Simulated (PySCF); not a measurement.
## Computed vibrations of [Nd(H2O)2]3+

[Nd(H2O)2]3+ (singlet in the valence; each metal's 4f electrons, 3 of them, lie in its core potential, out of spins and levels). PySCF 2.14.0, RKS PBE0, Nd lcecp-1-SVP with ECP49, O def2-SVP, H def2-SVP; non-relativistic Hamiltonian with scalar-relativistic core potentials where named; density fitting; no spin-orbit coupling. Central differences of gradients.

```xyz
7

Nd   -0.0933   -0.2557   -0.0032
O     0.3072    0.9637    1.8856
H     0.7633    1.8393    1.9848
H     0.0775    0.7315    2.8235
O     0.4014    0.9789   -1.8610
H     0.9287    0.7024   -2.6562
H     0.1217    1.9023   -2.0947
```

Run from Python with OMP_NUM_THREADS=2. Where DIIS fails, smearing, a level shift and second-order steps follow.
It took 89 s on 2 threads of Arm Neoverse V1 (shared host).

Task: What are the harmonic wavenumbers and infrared intensities?

Result: Negative numbers are unstable modes, those under 60 cm⁻¹ near the noise; a finer grid moves soft modes by up to 10 cm⁻¹.
| cm⁻¹ | km/mol | symmetry |
| --- | --- | --- |
| 26 | 1.8 |  |
| 73 | 2.0 |  |
| 122 | 0.7 |  |
| 423 | 8.1 |  |
| 426 | 34.6 |  |
| 638 | 69.6 |  |
| 654 | 64.1 |  |
| 700 | 208.6 |  |
| 709 | 635.5 |  |
| 1663 | 201.8 |  |
| 1666 | 88.2 |  |
| 3503 | 1134.5 |  |
| 3520 | 160.3 |  |
| 3537 | 404.2 |  |
| 3544 | 644.0 |  |

Task: Is this a minimum?

Result: Yes, within the noise of the softest modes. Ideal gas at 298.15 K and 1 bar: S = 361.0 J/(mol K), Cp = 84.8 J/(mol K), H − H(0 K) = 18.9 kJ/mol (rigid rotor, harmonic modes, spin degeneracy alone, that of the 4f electrons in the core included; the modes under 60 cm⁻¹ make these uncertain).

An lcecp potential fixes the number of 4f electrons, so in runs with it no electron can move into or out of that shell.
